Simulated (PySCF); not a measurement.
# Atomic charges by several schemes

Compound: C₆H₁₀Cl₂O.
Structure used (GFN2-xTB), in Å, numbered top down from 1:
```
atom  x, y, z in Å
C1     1.534    1.373   -0.221
C2     1.129   -0.074   -0.126
C3    -0.119   -0.507   -0.265
C4    -1.322    0.356   -0.469
C5    -2.300    0.209    0.709
O6    -2.796   -1.094    0.862
C7     2.284   -0.999    0.093
Cl8    3.221   -1.129   -1.442
Cl9    1.838   -2.629    0.618
H10    2.616    1.471   -0.219
H11    1.134    1.934    0.622
H12    1.157    1.818   -1.139
H13   -0.334   -1.563   -0.184
H14   -1.833    0.043   -1.386
H15   -1.051    1.405   -0.567
H16   -3.127    0.924    0.578
H17   -1.789    0.439    1.646
H18   -3.234   -1.361    0.045
H19    2.983   -0.607    0.836
```

Density: PBE0/pcSseg-1 (PySCF); schemes: Mulliken, IAO, Hirshfeld and ESP-fitted. Isolated species at its GFN2-xTB geometry (one conformer only).

**Question.** Atoms with like bonding are taken together and averaged. Do the Mulliken, IAO, Hirshfeld and ESP-fitted schemes agree on where the charge is highest?

**Answer.** All schemes agree: Mulliken H18 (+0.225); IAO H18 (+0.345); Hirshfeld H18 (+0.165); ESP-fitted H18 (+0.423).

**Question.** At which atom do the 4 schemes differ most?

**Answer.** At C7: from -0.662 (ESP-fitted) to +0.037 e (Hirshfeld), 0.699 e apart.

**Question.** What partial charge does each atom carry?

**Answer.** In e; atoms taken as equivalent share a row and are averaged (×n: the atom named and its like, n in all):

```
       atom                      environment  Mulliken     IAO  Hirshfeld  ESP-fitted
         C1                   allylic carbon    -0.160  -0.432     -0.120      -0.562
         C2  fully substituted alkene carbon    -0.317  -0.018     -0.020      +0.366
         C3                 alkene CH carbon    -0.040  -0.137     -0.049      -0.135
         C4                   allylic carbon    -0.232  -0.281     -0.074      -0.294
         C5           carbinol carbon (C–OH)    +0.071  -0.039     +0.006      +0.201
         O6                   alcohol oxygen    -0.451  -0.545     -0.225      -0.639
         C7                     CHCl2 carbon    -0.165  -0.091     +0.037      -0.662
    Cl8/Cl9                   alkyl chlorine    -0.066  -0.078     -0.050      -0.008
H10/H11/H12                  methyl hydrogen    +0.137  +0.155     +0.046      +0.167
        H13                 vinylic hydrogen    +0.113  +0.159     +0.025      +0.145
    H14/H15               methylene hydrogen    +0.124  +0.140     +0.044      +0.108
    H16/H17               methylene hydrogen    +0.114  +0.134     +0.039      +0.047
        H18                hydroxyl hydrogen    +0.225  +0.345     +0.165      +0.423
        H19                 methine hydrogen    +0.201  +0.180     +0.051      +0.364
```

Mean size of the charges over all atoms: ESP-fitted 0.244 e, IAO 0.179 e, Mulliken 0.158 e, Hirshfeld 0.062 e. Each set sums to the total charge, 0, to within 0.001 e. The Hirshfeld scheme weights the molecular density at each point by an atom's share of the summed free-atom densities. The ESP scheme is a least-squares fit of atom-centred charges to the potential on four shells outside the van der Waals surface, with the total charge fixed.

Some averages cover members that differ in this geometry: H16/H17, ESP-fitted +0.015 to +0.080; Cl8/Cl9, IAO -0.097 to -0.058; Cl8/Cl9, Hirshfeld -0.069 to -0.031; H16/H17, IAO +0.118 to +0.150 e.

**Question.** How closely do the schemes follow one another over all atoms?

**Answer.** Correlation coefficient and root-mean-square difference: IAO with Hirshfeld 0.95, 0.147 e; Mulliken with IAO 0.87, 0.108 e; Mulliken with Hirshfeld 0.84, 0.125 e; IAO with ESP-fitted 0.83, 0.181 e; Hirshfeld with ESP-fitted 0.70, 0.265 e; Mulliken with ESP-fitted 0.68, 0.232 e.

**Question.** How many electrons does the Hirshfeld scheme count on C3?

**Answer.** Z − q = 6 − (-0.049) = 6.049.
